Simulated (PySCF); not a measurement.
Vertical excitations of a molecule C5H7BO from TDA-M06-2X/def2-SVPD (PySCF), as energy in eV (oscillator strength): 4.84 (0.000), 5.85 (0.279), 6.12 (0.000), 6.41 (0.279), 6.58 (0.000), 6.99 (0.050), 7.13 (0.001), 7.36 (0.002), 7.38 (0.031), 7.75 (0.059). Lowest triplet (TDA): 4.02 eV. The structure is a stationary point at PBE0-D3(BJ)/def2-SVP. The values are those of a single conformer.

Q: Which structure fits?
A. O=CB1C=CCC1
B. C=C1CC(=C)B1O
C. C=CB(O)C#CC
D. C=C1OB(C)C1=C

A: C, C=CB(O)C#CC
